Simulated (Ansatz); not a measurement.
Reaction (redistribution): `C[Si@H](O)[Si@H](O)F` + `C[SiH2]P` → `C[SiH](O)P` + `C[SiH2][SiH](O)F`

Gas-phase electronic energies from Ansatz, PBE0-D4/def2-TZVP geometries. CCSD(T)/CBS adds triple-zeta CCSD(T) − MP2 to the extrapolated MP2 energy (def2 sets, frozen cores). DFT in def2-TZVPP. B3LYP here is the variant with VWN-RPA as its local correlation; programs differ in this. One conformer a species, not always the lowest.

`C[Si@H](O)[Si@H](O)F`:

Z-matrix (Å, degrees):
```
C
Si 1 1.859
H 1 1.093 2 110.6
H 1 1.093 2 110.1 3 119.4
H 1 1.092 2 111.0 3 -120.4
O 2 1.654 1 108.6 3 -176.2
Si 2 2.353 1 114.0 3 66.1
H 2 1.494 1 109.4 3 -55.0
H 6 0.960 2 115.6 1 -149.2
O 7 1.647 2 102.0 1 141.9
F 7 1.607 2 111.7 1 24.9
H 7 1.490 2 118.8 1 -96.8
H 10 0.959 7 119.4 2 172.0
```

`C[SiH2]P`:

```xyz
10

C     0.638    0.449    1.311
Si   -0.127   -0.653    0.007
P    -0.037    0.387   -1.996
H     0.647   -0.053    2.282
H     0.072    1.377    1.416
H     1.666    0.705    1.047
H    -1.519   -1.016    0.392
H     0.653   -1.914   -0.132
H    -0.886   -0.555   -2.635
H    -1.106    1.274   -1.693
```

`C[SiH](O)P`:

Z-matrix (Å, degrees):
```
C
Si 1 1.865
H 1 1.093 2 110.5
H 1 1.093 2 111.5 3 120.0
H 1 1.093 2 110.3 3 -119.7
O 2 1.652 1 112.1 3 174.5
P 2 2.258 1 107.8 3 -59.1
H 2 1.484 1 110.6 3 58.3
H 6 0.958 2 117.5 1 73.9
H 7 1.420 2 94.1 1 -164.6
H 7 1.423 2 93.6 1 -70.5
```

`C[SiH2][SiH](O)F`:

Z-matrix (Å, degrees):
```
C
Si 1 1.875
H 1 1.092 2 110.3
H 1 1.092 2 110.6 3 -119.7
H 1 1.092 2 110.8 3 120.2
Si 2 2.340 1 110.8 3 58.4
H 2 1.490 1 111.0 3 -61.5
H 2 1.490 1 111.0 3 179.0
F 6 1.607 2 109.5 1 65.6
O 6 1.640 2 106.5 1 -52.7
H 6 1.489 2 116.2 1 -176.0
H 10 0.959 6 118.8 2 -171.1
```

```tsv
level	ΔE (kJ/mol)	difference from CCSD(T)/CBS
PBE-D4	-6.0	1.2
r2SCAN-D4	-6.6	0.6
PBE0-D4	-6.3	0.9
B3LYP-D4	-5.5	1.7
ωB97X-V	-5.9	1.3
ωB97M-V	-6.3	0.9
B2PLYP	-6.5	0.7
PBE	-6.3	0.9
r2SCAN	-6.7	0.5
PBE0	-6.5	0.7
B3LYP	-6.0	1.2
HF/def2-TZVPP	-6.1	1.1
MP2/def2-TZVPP	-7.3	-0.1
SCS-MP2/def2-TZVPP	-6.6	0.6
CCSD/def2-TZVPP	-6.7	0.5
CCSD(T)/def2-TZVPP	-7.0	0.2
HF/def2-QZVPP	-6.3	0.9
MP2/def2-QZVPP	-7.4	-0.2
SCS-MP2/def2-QZVPP	-6.8	0.4
HF/CBS(def2)	-6.3	0.9
MP2/CBS(def2)	-7.4	-0.2
CCSD/CBS(def2)	-6.9	0.3
CCSD(T)/CBS	-7.2	0
```

Largest T1 diagnostic among the species: 0.012.
